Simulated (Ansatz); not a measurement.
A single point on ClFH2OSeZr (`[OH][Zr]([F])([Cl])[SeH]`).

```yaml
crystal:
  periodic: [false, false, false]
  atoms:
    - {symbol: O, position_ang: [-0.878592, 0.367106, 1.197183]}
    - {symbol: Zr, position_ang: [0.224374, -0.604807, 0.012850]}
    - {symbol: F, position_ang: [1.569212, -1.584046, 0.913866]}
    - {symbol: Cl, position_ang: [-1.084005, -2.100910, -1.237968]}
    - {symbol: Se, position_ang: [1.394416, 1.096702, -1.538379]}
    - {symbol: H, position_ang: [-1.461908, 0.720246, 1.864150]}
    - {symbol: H, position_ang: [0.297703, 2.037710, -1.257301]}
basis:
  gaussian: {orbitals: def2-TZVPP}
hamiltonian: {xc: pbe}
correlation: {method: rpa}
```

```sh
$ ansatz run in.yaml --threads 4 --pin off --events-out ev --progress --plain --max-ram 10444MiB
```

It prints (some lines left out):

```
Functional definition: PBE
1521 factors; integrals over basis functions are off by at most 8.8e-4 eV
mean field evaluation 1: about -83930.6737 eV, gradient 7.9e1 eV
mean field evaluation 2: about -83930.6646 eV, gradient 7.9e1 eV
mean field evaluation 4: about -83936.9133 eV, gradient 3.7e1 eV
mean field evaluation 8: about -83940.6131 eV, gradient 2.5e0 eV
mean field evaluation 16: about -83940.6235 eV, gradient 5.0e-3 eV
mean field -83940.62349431 eV, -3084.7610164178 hartree, gradient 5.6e-6 eV, S^2 0.000000; 0 other end points of the search recorded, 0 dependent functions left out
16 core orbitals not correlated: weight in the atoms' cores, before any rotation towards them, 1.000 or more for the frozen orbitals, at most 0.000 for the correlated occupied ones
reference -83855.77449100 eV, -3081.6428730589 hartree; 25, 25 occupied and 195, 195 virtual orbitals, 1521 factors
Total energy: -83909.44697134 eV, -3083.6153003309 hartree
```

It took 6.5 s on 4 threads of an Arm Neoverse V2 on a shared host, with 0.48 GiB of host memory at the peak.
